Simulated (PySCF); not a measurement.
# Spinor energies of V (vanadium, neutral)

Start: [Ar] 3d3 4s2; 3d5/2 filled at m_j = +1/2, +3/2, +5/2. Calculated with PySCF 2.14 in x2c-SVPall-2c with one added diffuse shell each of s, d type (6s5p4d1f, 48 functions): generalised Hartree-Fock with the X2C-1e Hamiltonian and a Gaussian nucleus; one run each with spin-orbit coupling (SO) switched off, then screened by Boettger's factors. This is a chosen level, not necessarily the ground level.

```
spinor shell  electrons  ε, spin-free (eV)  ε, screened SO (eV)  weight of nominal j (screened SO)  rms radius, screened SO (bohr)
       1s1/2          2            -5518.8              -5518.8                              1.000                          0.0768
       2s1/2          2            -657.18              -657.19                              1.000                           0.333
       2p1/2          2            -546.00              -550.77                              0.993                           0.301
       2p3/2          4            -546.00              -543.67                              0.997                           0.304
       3s1/2          2            -87.801              -87.809                              1.000                            1.02
       3p1/2          2            -55.153              -54.124                              0.670                            1.11
       3d5/2          3            -13.702              -13.694                              0.792                            1.51
       4s1/2          2             -6.346               -6.347                              1.000                            3.90
```

Question: Where does 3p3/2 lie, and what is the 3p spin-orbit splitting (screened SO)?

Answer: At -55.682 eV, -1.558 eV above 3p1/2.

```json
{"quantity": "E (hartree)", "spin-free": "-948.00297", "screened SO": "-948.00747"}
{"quantity": "M_J", "spin-free": "9/2", "screened SO": "9/2"}
{"quantity": "⟨J²⟩", "spin-free": "24.768", "screened SO": "24.768"}
{"quantity": "⟨L²⟩", "spin-free": "12.007", "screened SO": "12.011"}
{"quantity": "⟨S²⟩", "spin-free": "3.761", "screened SO": "3.760"}
```

Each row is a mean over spinors that exchange with the open shell spreads, by up to 9.787 eV (3p3/2).

Rows whose weight is well below 1 are mixtures of j = l ± 1/2: exchange outweighs spin-orbit coupling there, and the label is only the starting occupation.

Without spin-orbit coupling the j labels of p, d and f shells carry no meaning; the spin-free column gives the mean over the occupied spinors of each nl shell.
